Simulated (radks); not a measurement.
Initial-state core-level shifts of the holmium ion Ho3+ when its valence configuration changes from [Xe] 4f10. All-electron calculation, scalar-relativistic Kohn-Sham, PBEsol, spin-unpolarised, spherical densities, point nucleus. Program: a radial shooting solver on a logarithmic mesh with Libxc functionals. Shifts are changes of the shell-averaged eigenvalues in eV (positive: less bound).

valence               4s       4p       5s       5p
4f9.5 5d0.5       -4.371   -4.272   -2.083   -1.688
4f8 6s2          -25.733  -25.262  -14.914  -12.761
4f9.5 6p0.5       -6.587   -6.491   -4.242   -3.707
4f9 6p1          -13.500  -13.294   -8.545   -7.449
4f9 6s1          -12.257  -12.050   -7.328   -6.287
4f8.5 5d0.5 6p1  -18.356  -18.023  -10.684   -9.174
4f7 6s1 6p2      -42.577  -41.782  -24.907  -21.517
